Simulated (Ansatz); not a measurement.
H$_{4}$O$_{2}$Sn (SMILES [OH][SnH2][OH]), singlet, geometry from GFN2-xTB (such geometries of metal compounds can be far from the true shape) (core potentials on Sn).

Input for Ansatz (a first-principles code):
Ansatz 0.2 input:
```yaml
crystal:
  periodic: [false, false, false]
  atoms:
    - {symbol: Sn, position_ang: [0.30410904, -0.00313714, 0.00323267]}
    - {symbol: O, position_ang: [-0.88534843, 1.41095396, 0.57104477]}
    - {symbol: O, position_ang: [-0.90192625, -1.39251671, -0.59004347]}
    - {symbol: H, position_ang: [1.14610446, -0.37830794, 1.37895416]}
    - {symbol: H, position_ang: [1.18271513, 0.35428420, -1.35419886]}
    - {symbol: H, position_ang: [-1.60129906, 1.63426100, -0.02203245]}
    - {symbol: H, position_ang: [-1.63477499, -1.60087817, -0.01236695]}
basis:
  gaussian:
    orbitals: def2-SV_P_.json
hamiltonian:
  xc: pbe0
```
The basis file holds def2-SV(P) in the JSON format of the Basis Set Exchange.

What does this run give for the number of basis functions, total energy?


- number of basis functions = 62
- total energy = -366.8424 Eh
